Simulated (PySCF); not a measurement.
## 17O chemical shifts

Single conformer, in vacuum, one averaged value for each set of equivalent atoms, non-relativistic. Geometry from GFN2-xTB; shielding tensors at PBE0/pcSseg-1 (GIAO); PySCF 2.14.

Shieldings were converted by a linear fit to measured shifts: 17O (scatter 10.7 ppm rms, 12.2 ppm with the 3 outliers that the fit left out vs liquid water, solution or neat liquid). Occasional misses reach two or three times the rms, and more in compound classes unlike the fitted ones.

Give the 17O shifts of `COC(=O)[C@H](C)CC(F)(F)F`, `O=[P@@H]1CCC=C1F`, `C[C@@H](F)C(C)(C)S(=O)(=O)Cl`, `CC[C@H](OC)C(F)(F)C(=O)F`, `COC/P=C(\F)C(C)C`.

## Answers


```
                                                                  compound                environment  δ (ppm)
[CH3:1][O:2][C:3](=[O:4])[C@H:5]([CH3:6])[CH2:7][C:8]([F:9])([F:10])[F:11]  O4: ester carbonyl oxygen    339.1
[CH3:1][O:2][C:3](=[O:4])[C@H:5]([CH3:6])[CH2:7][C:8]([F:9])([F:10])[F:11]    O2: ester alkoxy oxygen    137.5
                                                          O=[P@@H]1CCC=C1F                 P=O oxygen     43.4
 [CH3:1][C@@H:2]([F:3])[C:4]([CH3:5])([CH3:6])[S:7](=[O:8])(=[O:9])[Cl:10]             O8: S=O oxygen    217.0
 [CH3:1][C@@H:2]([F:3])[C:4]([CH3:5])([CH3:6])[S:7](=[O:8])(=[O:9])[Cl:10]             O9: S=O oxygen    208.7
[CH3:1][CH2:2][C@H:3]([O:4][CH3:5])[C:6]([F:7])([F:8])[C:9](=[O:10])[F:11]       O10: carbonyl oxygen    376.4
[CH3:1][CH2:2][C@H:3]([O:4][CH3:5])[C:6]([F:7])([F:8])[C:9](=[O:10])[F:11]           O4: ether oxygen    -10.7
                                                          COC/P=C(\F)C(C)C               ether oxygen    -32.3
```
